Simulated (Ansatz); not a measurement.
Basis sets compared for Si41H46, a nanocrystal cut from hexagonal silicon. The state is a singlet with charge 0. Geometry PBE-D4/def2-SVP. Ansatz on 11 threads of AMD EPYC 7R13 on a shared host and a whole NVIDIA H100 80GB HBM3; times are rough, and most runs start from earlier orbitals.

Cartesian coordinates in Å:
```
Si -0.805 -3.876 3.433
Si -2.424 -2.224 3.853
Si -1.705 -0.654 5.471
Si -3.823 -2.675 0.294
Si -2.920 -1.127 1.833
Si -4.498 0.564 2.263
Si -1.456 1.461 4.459
Si -3.690 2.014 3.950
Si -4.951 1.699 0.255
Si 2.695 -4.643 2.049
Si 1.161 -2.934 2.558
Si 2.212 -1.425 4.045
Si -0.283 -3.400 -0.981
Si -2.453 -2.746 -1.615
Si 0.618 -1.841 0.551
Si -0.957 -0.151 0.982
Si 2.097 0.752 3.157
Si -0.087 1.388 2.547
Si -2.365 -0.600 -2.578
Si -1.454 0.943 -1.037
Si -3.002 2.663 -0.633
Si 0.032 3.529 1.573
Si -2.046 4.300 0.780
Si -3.498 3.681 -2.695
Si 4.679 -3.674 1.233
Si 3.277 -4.107 -2.301
Si 1.081 -3.506 -2.894
Si 4.156 -2.541 -0.758
Si 2.571 -0.865 -0.310
Si 3.461 0.687 1.236
Si 1.133 -1.366 -3.871
Si -1.024 -0.675 -4.509
Si 2.041 0.186 -2.337
Si 0.511 1.904 -1.890
Si 3.596 2.806 0.230
Si 1.408 3.447 -0.339
Si -0.867 1.463 -5.478
Si 0.036 2.995 -3.916
Si -1.546 4.691 -3.540
Si 3.996 1.126 -3.235
Si 4.924 2.683 -1.711
H -0.489 -4.648 4.691
H -1.349 -4.844 2.410
H -3.692 -2.883 4.348
H -2.785 -0.529 6.518
H -0.450 -1.119 6.162
H -3.898 -4.039 0.936
H -5.223 -2.255 -0.082
H -5.765 -0.097 2.759
H -0.877 2.452 5.442
H -4.508 1.784 5.199
H -3.856 3.457 3.554
H -5.481 0.710 -0.755
H -5.999 2.764 0.467
H 2.967 -5.472 3.282
H 2.108 -5.549 0.994
H 1.619 -1.527 5.425
H 3.673 -1.794 4.148
H -0.346 -4.758 -0.321
H -2.988 -3.725 -2.635
H 2.648 1.766 4.134
H -3.764 -0.161 -2.944
H 0.620 4.493 2.578
H -2.993 4.674 1.890
H -1.786 5.544 -0.035
H -3.985 2.636 -3.669
H -4.595 4.701 -2.511
H 5.724 -4.733 0.973
H 5.226 -2.712 2.257
H 3.289 -5.485 -1.684
H 4.144 -4.141 -3.535
H 0.494 -4.495 -3.874
H 5.389 -1.892 -1.342
H 4.844 0.220 1.635
H 2.026 -1.398 -5.091
H -1.606 -1.672 -5.484
H 4.172 3.797 1.215
H 1.426 4.814 -0.986
H -2.232 1.934 -5.917
H 0.020 1.402 -6.698
H 1.320 3.576 -4.461
H -1.021 5.685 -2.535
H -1.839 5.426 -4.826
H 4.991 0.030 -3.524
H 3.668 1.812 -4.538
H 6.323 2.259 -1.337
H 5.002 4.045 -2.356
```

Single mean-field runs in def2-SVP, def2-TZVP are fitted with def2-universal-jkfit.

Binding counts from free atoms (Si triplet, H doublet) in the same basis, without a counterpoise term.

```json
{"level": "PBE-D4/def2-SVP (with forces)", "functions": "968", "energy (Eh)": "-11887.9754", "HOMO (eV)": "-5.72", "LUMO (eV)": "-2.53", "binding per atom (eV)": "3.42", "wall time": "8.5 s"}
{"level": "PBE0-D4/def2-SVP (with forces)", "functions": "968", "energy (Eh)": "-11889.1798", "HOMO (eV)": "-6.61", "LUMO (eV)": "-1.93", "binding per atom (eV)": "3.42", "wall time": "16 s"}
```

**Question.** Estimate the rows for PBE-D4/def2-TZVP, PBE0-D4/def2-TZVP.

**Answer.** 
```json
{"level": "PBE-D4/def2-TZVP", "functions": "1793", "energy (Eh)": "-11892.0376", "HOMO (eV)": "-5.71", "LUMO (eV)": "-2.69", "binding per atom (eV)": "3.42", "wall time": "15 s"}
{"level": "PBE0-D4/def2-TZVP", "functions": "1793", "energy (Eh)": "-11893.1976", "HOMO (eV)": "-6.56", "LUMO (eV)": "-2.04", "binding per atom (eV)": "3.42", "wall time": "24 s"}
```
